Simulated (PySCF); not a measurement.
Gas-phase reaction: Sb2 + 2 (CH3)3N → 2 Sb(CH3)3 + 2 N

Energies from PySCF, thermal terms from the rigid-rotor harmonic-oscillator model, ideal gas at 1 bar. † marks an energy on the PBE0/def2-TZVP geometry and frequencies; other levels use their own. Open shells (unrestricted): N (multiplicity 4); the rest are closed-shell singlets. Sb: scalar-relativistic def2 core potential, no spin-orbit coupling. The harmonic model lacks anharmonicity and excited electronic states, which grow with temperature; levels with a mode under 35 cm⁻¹ are left out. Internal rotation in (CH3)3N is treated as a harmonic vibration of one conformer, which makes the entropy rough. Soft modes under 120 cm⁻¹ make the harmonic entropy rough for Sb(CH3)3.

ΔH° and ΔS° at 298 K: BLYP/def2-TZVP† 854 kJ, 190 J/K; M06-2X/def2-TZVP† 765 kJ, 190 J/K; PBE0/def2-TZVP 812 kJ, 190 J/K; r2SCAN/def2-TZVP† 766 kJ, 190 J/K; LDA/def2-TZVP† 1068 kJ, 190 J/K; ωB97X-V/def2-TZVP† 773 kJ, 190 J/K.

Problem. With the heat capacities included, give log10 K (1 bar) at 600, 1200, 1600, 2000, 2500 K from BLYP/def2-TZVP†, M06-2X/def2-TZVP†, PBE0/def2-TZVP, r2SCAN/def2-TZVP†, LDA/def2-TZVP†, ωB97X-V/def2-TZVP†.

Solution. 
```json
[
 {"T (K)": "600", "BLYP/def2-TZVP†": "-63.7", "M06-2X/def2-TZVP†": "-56.0", "PBE0/def2-TZVP": "-60.0", "r2SCAN/def2-TZVP†": "-56.1", "LDA/def2-TZVP†": "-82.4", "ωB97X-V/def2-TZVP†": "-56.7"},
 {"T (K)": "1200", "BLYP/def2-TZVP†": "-25.4", "M06-2X/def2-TZVP†": "-21.5", "PBE0/def2-TZVP": "-23.5", "r2SCAN/def2-TZVP†": "-21.6", "LDA/def2-TZVP†": "-34.7", "ωB97X-V/def2-TZVP†": "-21.8"},
 {"T (K)": "1600", "BLYP/def2-TZVP†": "-15.6", "M06-2X/def2-TZVP†": "-12.7", "PBE0/def2-TZVP": "-14.2", "r2SCAN/def2-TZVP†": "-12.8", "LDA/def2-TZVP†": "-22.6", "ωB97X-V/def2-TZVP†": "-13.0"},
 {"T (K)": "2000", "BLYP/def2-TZVP†": "-9.8", "M06-2X/def2-TZVP†": "-7.4", "PBE0/def2-TZVP": "-8.7", "r2SCAN/def2-TZVP†": "-7.5", "LDA/def2-TZVP†": "-15.4", "ωB97X-V/def2-TZVP†": "-7.6"},
 {"T (K)": "2500", "BLYP/def2-TZVP†": "-5.0", "M06-2X/def2-TZVP†": "-3.2", "PBE0/def2-TZVP": "-4.2", "r2SCAN/def2-TZVP†": "-3.2", "LDA/def2-TZVP†": "-9.5", "ωB97X-V/def2-TZVP†": "-3.3"}
]
```
